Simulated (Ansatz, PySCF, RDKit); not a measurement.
Dimer: H2S (SMILES S) (first 3 atoms) with C2H3N (SMILES CC#N); geometry from B3LYP-D3(BJ)/def2-TZVP, rigid monomers moved along the line of their centres of mass till H2···N6 is 2.65 Å.
(charge 0, multiplicity 1):
```xyz
9

S      0.507    -0.182    -0.862
H      0.389     0.066     0.456
H      0.825     1.092    -1.140
C     -0.231     0.670     5.630
C     -0.031     0.584     4.192
N      0.126     0.516     3.057
H      0.678     1.029     6.113
H     -1.046     1.358     5.854
H     -0.479    -0.313     6.032
```

Interaction energies are E(AB) − E(A) − E(B) at the monomers' geometry in the complex; basis-set methods are counterpoise corrected.

The values were computed with Ansatz (Gaussian orbitals); PySCF for the dispersion terms; RDKit for the force fields. Values without a source in brackets are computed.

Estimate the interaction energy that MMFF94 returns for this input.

-95 meV

What is the computed interaction energy (wB97X-V/def2-TZVPPD)?

-108 meV

Give the interaction energy at the level PBE0-D3(BJ)/def2-TZVPPD.

-114 meV

Ansatz is an electronic-structure program.
